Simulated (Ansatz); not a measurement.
One change: `BCC[SiH3]` becomes `O[SiH2]CC[SiH3]`.

Ansatz, PBE0-D4/def2-TZVP geometries, multiplicity 1. Each molecule was computed in one conformer, which needn't be the lowest.

```
                                        property  `BCC[SiH3]`
size of the dipole moment (B3LYP/def2-TZVPP) / D         0.35
  size of the dipole moment (PBE/def2-TZVPP) / D         0.48
              LUMO energy (PBE0/def2-TZVPP) / eV        -1.10
           HOMO–LUMO gap (B3LYP/def2-TZVPP) / eV         6.71
             HOMO energy (B3LYP/def2-TZVPP) / eV        -8.02
             HOMO–LUMO gap (PBE/def2-TZVPP) / eV         4.90
```

(1) Give the same properties after the change, and the shifts. (Best estimate.)

Answers

(1) Computed: 
```
                                        property  `O[SiH2]CC[SiH3]`  shift
size of the dipole moment (B3LYP/def2-TZVPP) / D               1.84   1.49
  size of the dipole moment (PBE/def2-TZVPP) / D               1.80   1.32
              LUMO energy (PBE0/def2-TZVPP) / eV               0.23   1.33
           HOMO–LUMO gap (B3LYP/def2-TZVPP) / eV               7.88   1.17
             HOMO energy (B3LYP/def2-TZVPP) / eV              -7.88   0.14
             HOMO–LUMO gap (PBE/def2-TZVPP) / eV               6.09   1.19
```

With PBE0 the HOMO rises by 0.14 eV and the LUMO rises by 1.33 eV, so the gap widens by about 1.19 eV. PBE moves the HOMO by 0.28 eV and ωB97M-V by 0.11 eV. Dipoles are sizes alone; their direction can turn.

B3LYP here is the variant with VWN-RPA as its local correlation; programs differ in this.
